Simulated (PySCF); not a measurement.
Ionisation energy of Si²⁺ by level of theory

Si²⁺ [Ne] 3s2 (1S) → Si³⁺ [Ne] 3s1 (2S), as a difference of total energies. Computed with PySCF 2.14 in aug-cc-pwCVDZ, with no relativity, point nucleus. Correlated levels: valence and next inner shell: 1s2 frozen. The calculations carry no spin-orbit coupling.

```json
{"method": "UHF", "ionisation energy (eV)": "31.981"}
{"method": "MP2 (valence and next inner shell)", "ionisation energy (eV)": "32.990"}
{"method": "SCS-MP2 (valence and next inner shell)", "ionisation energy (eV)": "33.102"}
{"method": "CCSD (valence and next inner shell)", "ionisation energy (eV)": "33.276"}
{"method": "CCSD(T) (valence and next inner shell)", "ionisation energy (eV)": "33.301"}
```

Question: How much does correlation contribute at CCSD(T) (valence and next inner shell)?

Answer: 33.301 − (31.981) = 1.320 eV, measured against UHF.

Errors of the correlated levels include the incompleteness of this basis and the frozen core.

For comparison: 33.493 eV (measured; NIST Atomic Spectra Database, ionization energies).
